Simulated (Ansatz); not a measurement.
Molecule: C6H12Cl, charge 0, multiplicity 2. It need not be the lowest isomer of its formula. 
Geometry from a B3LYP-D3(BJ)/def2-TZVP (Ansatz, a program for electronic structure) optimisation:
SMILES: CC[CH]C[C@H](C)Cl
```xyz
19

C     -3.0254     0.1385    -0.4490
C     -2.0961    -0.7119     0.4236
C     -0.9092    -1.2245    -0.3108
C      0.4699    -1.2117     0.2427
C      1.3759    -0.1074    -0.3169
C      2.7963    -0.1764     0.2060
Cl     0.6678     1.5284     0.0878
H     -3.3787    -0.4306    -1.3119
H     -2.5012     1.0206    -0.8187
H     -3.9000     0.4686     0.1148
H     -2.6787    -1.5524     0.8339
H     -1.7658    -0.1287     1.2871
H     -1.0495    -1.5887    -1.3236
H      0.9810    -2.1567     0.0157
H      0.4488    -1.1144     1.3319
H      1.3618    -0.1358    -1.4053
H      3.4051     0.6290    -0.2026
H      2.8110    -0.1028     1.2942
H      3.2449    -1.1306    -0.0818
```
Charge 0, spin multiplicity 2.

Wanted: atomisation energy (electronic, to ground-state atoms), in eV. Cores are frozen in the correlated levels unless marked. Open shells are spin-unrestricted. No spin-orbit coupling. No relativistic terms. The coupled-cluster limit lacks core correlation, which all-electron functionals hold. CBS marks a two-point X^-3 extrapolation of the correlation energy; Hartree-Fock from the larger set. [CCSD(T)-MP2]/basis is that difference in the basis named.

| level | program | atomisation energy (eV) | minus last row |
|---|---|---|---|
| HF/cc-pV(Q+d)Z | Ansatz | 58.02 | -18.52 |
| revPBE-D3(BJ)/def2-TZVPD | Ansatz + dftd3 | 76.32 | -0.22 |
| PBE0-D4/def2-TZVP | Ansatz + dftd4 | 77.31 | 0.77 |
| r2SCANh-D4/def2-TZVPD | Ansatz + dftd4 | 76.66 | 0.12 |
| r2SCAN0-D4/def2-TZVPD | Ansatz + dftd4 | 76.28 | -0.26 |
| r2SCAN0/def2-TZVPD | Ansatz | 76.14 | -0.40 |
| CAM-B3LYP/def2-TZVPD | Ansatz | 76.48 | -0.06 |
| B2GP-PLYP-D3(BJ)/def2-TZVPD | Ansatz + dftd3 | 75.71 | -0.83 |
| PBE-QIDH/def2-TZVPD | Ansatz | 76.38 | -0.16 |
| RI-MP2/CBS(cc-pV(T+d)Z,cc-pV(Q+d)Z)+[CCSD(T)-MP2]/cc-pV(T+d)Z | Ansatz | 76.54 | 0.00 |
